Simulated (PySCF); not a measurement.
Multinuclear NMR of C$_{7}$H$_{9}$F

Mapped SMILES: `[CH2:1]=[CH:2]/[CH:3]=[CH:4]\[C@H:5]([F:6])[CH:7]=[CH2:8]`; H(Xn) means a hydrogen on atom n. Ha(C1) is cis to C3; Ha(C8) is cis to C5; Hb(C1) is trans to C3; Hb(C8) is trans to C5.

One computed conformer, relativity neglected, no solvent model. GIAO PBE0/pcSseg-1 shieldings; coordinates at the GFN2-xTB level; PySCF 2.14.

Q: What are the ¹⁹F shifts?

A: 
```json
{"atoms": "F6", "environment": "fluorine on an sp3 carbon", "σ (ppm)": "398.2", "δ (ppm)": "-198.8"}
```

Shieldings were converted by a linear fit to measured shifts: ¹⁹F (scatter 6.0 ppm rms, 7.0 ppm with the 5 outliers that the fit left out vs CFCl3, solution or neat liquid, with a term for F on sp3 carbon). A few per cent of atoms miss by over 2 rms, more outside the fitted compound classes.

On a 600 MHz spectrometer ¹⁹F resonates near 564.6 MHz, so 1 ppm is 564.6 Hz.
